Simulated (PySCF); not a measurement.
Geometry:
```
atom   x (Å)   y (Å)   z (Å)
  O1  -0.832   1.967  -0.436
  C2  -1.429   0.984  -0.100
  C3  -0.767  -0.221   0.548
  F4  -1.719  -1.194   0.715
  C5   0.391  -0.742  -0.257
  C6   1.660  -0.020  -0.275
  O7   1.506  -1.215   0.458
  H8  -2.538   0.872  -0.222
  H9  -0.387   0.086   1.540
 H10   0.095  -1.344  -1.128
 H11   1.762   0.900   0.313
 H12   2.294  -0.078  -1.168
```

Geometry: PBE0-D3(BJ)/def2-SVP; GIAO absolute shieldings from PySCF 2.14, gas phase, non-relativistic, averaged over equivalent atoms.

At PBE0/def2-TZVP (247 basis functions, 35 s wall time on 1 thread of an Arm Neoverse V1, shared host):
| atoms | σ (ppm) |
| --- | --- |
| O1 | -360.5 |
| O7 | 316.2 |
| C2 | -22.2 |
| C3 | 84.0 |
| C5 | 135.0 |
| C6 | 145.7 |
| F4 | 397.2 |
| H8 | 21.24 |
| H9 | 27.44 |
| H10 | 28.66 |
| H11 | 28.66 |
| H12 | 28.85 |

What do these become at PBE0/cc-pVTZ?

Answers


```tsv
atoms	σ at PBE0/cc-pVTZ	change
O1	-357.6	+2.9
O7	315.4	-0.8
C2	-19.8	+2.4
C3	85.8	+1.8
C5	136.2	+1.2
C6	146.4	+0.7
F4	398.4	+1.2
H8	21.10	-0.14
H9	27.28	-0.16
H10	28.50	-0.16
H11	28.52	-0.14
H12	28.68	-0.17
```

The largest change is at O1 (aldehyde oxygen). Cost: 280 basis functions, 42 s wall time on 1 thread of an Arm Neoverse V1, shared host. The order of the carbon signals is the same at both levels.
